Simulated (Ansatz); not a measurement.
Basis-set extrapolation for CH₅FO₃Si (`OC(O)(F)O[SiH3]`) (PBE0-D4/def2-TZVP geometry, frozen core, the Gaussian-basis code of Ansatz). Multiplicity 1, RHF reference.

|  | def2-TZVPP | def2-QZVPP |
| --- | --- | --- |
| HF | -653.974028 | -653.999692 |
| MP2 correlation | -1.242807 | -1.345816 |
| CCSD(T) correlation | -1.314255 | not run |

Energies in hartree. Use E(X) = E(∞) + A·exp(−7.88·√X) for Hartree–Fock and E(X) = E(∞) + B·X^(−2.97) for correlation, with X = 3 and 4, and add CCSD(T) minus MP2 of the smaller set to the MP2 limit.

What is the CCSD(T) energy at the basis-set limit?

HF limit: -653.999692 + (-0.025664) × 0.13774 = -654.00323. MP2 limit: -1.345816 + (-0.103009) × 0.74074 = -1.42212. Higher-order term: -1.314255 − (-1.242807) = -0.07145. Total: -655.49680 hartree, 5.67 eV below CCSD(T)/def2-TZVPP.
